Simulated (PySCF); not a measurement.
BeI₃⁻: from structure and modes to constants

Method: PBE0 in PySCF with Be def2-TZVPD, I def2-TZVPD with ECP28; scalar-relativistic core potentials, no spin–orbit coupling; density-fitted integrals.

The singlet minimum has D3h symmetry. Masses (u): Be 9.01218, I 126.90447.

```xyz
4
charge -1 multiplicity 1, angstrom
Be    0.0000    0.0000    0.0000
I     0.0011    0.0000    2.3112
I     2.0010    0.0000   -1.1566
I    -2.0021    0.0000   -1.1546
```

Harmonic wavenumbers (cm⁻¹): 70.7 (e', ×2), 140.1 (a1', ×1), 254.6 (a2'', ×1), 567.7 (e', ×2).

(1) Find the principal moments of inertia and the rotational constants. What kind of rotor is it?

(2) What is the harmonic zero-point energy?

(3) Find the vibrational entropy and heat capacity at 298.15 K.

(4) Give the standard entropy (298.15 K, 1 bar) by its translational, rotational, vibrational and spin parts, and Cp.

Answers

(1) About the centre of mass I = 1016.8, 1016.8, 2033.6 u Å². With B = 16.8576/I this gives 0.01658, 0.01658, 0.00829 cm⁻¹. The molecule is an oblate symmetric top.

(2) Half the sum of all 6 wavenumbers, 1672/2 = 836 cm⁻¹, which is 10.0 kJ/mol (1 cm⁻¹ = 0.0119627 kJ/mol).

(3) With u = 1.43878 ω/T, each mode gives S = R[u/(eᵘ−1) − ln(1−e⁻ᵘ)] and C = R u² eᵘ/(eᵘ−1)².
```json
{"ω (cm⁻¹)": "70.7 (×2)", "u": "0.341", "S (J/(mol K))": "17.29", "C (J/(mol K))": "8.23"}
{"ω (cm⁻¹)": "140.1", "u": "0.676", "S (J/(mol K))": "11.73", "C (J/(mol K))": "8.00"}
{"ω (cm⁻¹)": "254.6", "u": "1.229", "S (J/(mol K))": "7.11", "C (J/(mol K))": "7.34"}
{"ω (cm⁻¹)": "567.7 (×2)", "u": "2.740", "S (J/(mol K))": "2.13", "C (J/(mol K))": "4.61"}
```
The sums over all modes are S = 57.7 and C = 41.0 J/(mol K); the softest mode gives 30 % of the entropy (each member, where degenerate).

(4) Sackur–Tetrode with M = 389.73 u gives 183.3; rotation with symmetry number 6 gives 122.9; vibration 57.7; spin R ln 1 = 0.0. The total is 363.8 J/(mol K), and Cp = 4 R + 41.0 = 74.3 J/(mol K).

This need not be the most stable arrangement of these atoms. The lowest empty level of this anion is unbound, so it and the gap depend on the basis.
